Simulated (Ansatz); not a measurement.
Consider the redistribution: `C[SiH](O)Br` + `[O]=[V]([OH])([OH])[Cl]` → `O[SiH](Cl)Br` + `[CH3][V](=[O])([OH])[OH]`.

Isolated molecules relaxed with PBE0-D4/def2-TZVP in Ansatz; ΔE leaves out vibrations. CCSD(T)/CBS adds triple-zeta CCSD(T) − MP2 to the extrapolated MP2 energy (def2 sets, frozen cores). Functionals use def2-TZVPP. B3LYP here is the variant with VWN-RPA as its local correlation; programs differ in this. For Br, V outer-core shells are correlated without core-valence functions, which leaves a few kJ/mol of doubt a bond. Scalar relativity is left out up to krypton. Each species was taken in one conformer, which may not be the lowest.

| level | ΔE (kJ/mol) | difference from CCSD(T)/CBS |
| --- | --- | --- |
| B3LYP-D4 | 78.2 | 9.4 |
| r2SCAN0-D4 | 76.8 | 8.0 |
| B2PLYP | 91.8 | 23.0 |
| revPBE | 83.9 | 15.1 |
| B3LYP | 78.2 | 9.4 |
| r2SCANh | 81.7 | 12.9 |
| BHLYP | 68.8 | 0.0 |
| HF/def2-QZVPP | 55.5 | -13.3 |
| MP2/def2-QZVPP | 100.0 | 31.2 |
| MP2/CBS(def2) | 97.4 | 28.6 |
| CCSD(T)/CBS | 68.8 | 0 |

Largest T1 diagnostic among the species: 0.032, so the coupled-cluster value is less sure than usual.

From PBE to PBE0 (25 % exact exchange), in def2-TZVPP and without D4, ΔE moves by −7.0 kJ/mol. Leaving LDA and LC-ωPBE aside and taking each functional with its dispersion term where it has one, the values, not all of them listed here, spread over 23.4 kJ/mol, from ωB97M-V to B2PLYP. LDA lies +3.0 kJ/mol from PBE without D4. In def2-TZVPP, CCSD(T) changes the Hartree–Fock value by +19.3 kJ/mol (the triples alone add +12.5 kJ/mol) and MP2 by +48.0 kJ/mol.
